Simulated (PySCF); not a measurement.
Al(Me)(NH2)(NMe2), SMILES C[N](C)[Al]([NH2])[CH3], GFN2-xTB optimised geometry. Atoms within 1.6 Å of the plane z = 0.0 Å (x, y, z in Å): Al1 (-0.62, 0.07, 0.00), C2 (-1.59, 1.80, 0.00), H3 (-1.37, 2.42, 0.88), H4 (-2.67, 1.62, 0.00), H5 (-1.37, 2.42, -0.88), N6 (-1.49, -1.48, 0.00), H7 (-2.50, -1.55, 0.00), H8 (-1.12, -2.42, 0.00), N9 (1.19, 0.07, 0.00), C10 (1.98, 1.28, 0.01), C11 (2.02, -1.11, -0.01), H12 (2.63, 1.34, 0.89), H13 (2.63, 1.35, -0.88), H14 (1.32, 2.15, 0.01), H15 (2.67, -1.14, -0.89), H16 (2.67, -1.15, 0.88), H17 (1.39, -2.00, -0.01).

Calculation: PBE0/def2-SVP (PySCF 2.14.0). Cells within 0.4 Å of a nucleus heavier than hydrogen are left out (blank, or x).

Map of the deformation density (molecule minus spherical neutral atoms) (e/bohr³) on the plane z = 0.0 Å:

```
|1111111111111111111111111111111|
|1111111111111111111111111111111|
|1111111111111111111111111111111|
|1111111111111111111111111111111|
|1111111111111111111111111111111|
|1111111111111111111111111111111|
|1111111111111111111111111111111|
|1111111111121111111111111111111|
|1111111111231111111331001111111|
|1111111354xx1111112982001111111|
|1111111797xx211111269x011111111|
|11111113545643110012xxx21111111|
|111111112235421100024x211111111|
|1111111111232111110462000111111|
|1111111111111xx134xx31000111111|
|111111111110xxx147xx00000111111|
|1111111111111111331352000111111|
|1111111111243100110363011111111|
|11111101212752100001xxx21111111|
|1111110166xx311100136xx21111111|
|1111110186xx1111112794001111111|
|1111110022286111111773001111111|
|1111111111275111111121111111111|
|1111111111110011111111111111111|
|1111111111100011111111111111111|
|1111111111111111111111111111111|
|1111111111111111111111111111111|
|1111111111111111111111111111111|
|1111111111111111111111111111111|
|1111111111111111111111111111111|
|1111111111111111111111111111111|
```
Scale: ten equal steps from -0.020 (start of '0') to 0.097 (end of '9'), in the order '0123456789'; x runs from -5.00 to 5.00, y from -5.00 (bottom) to 5.00 (top).
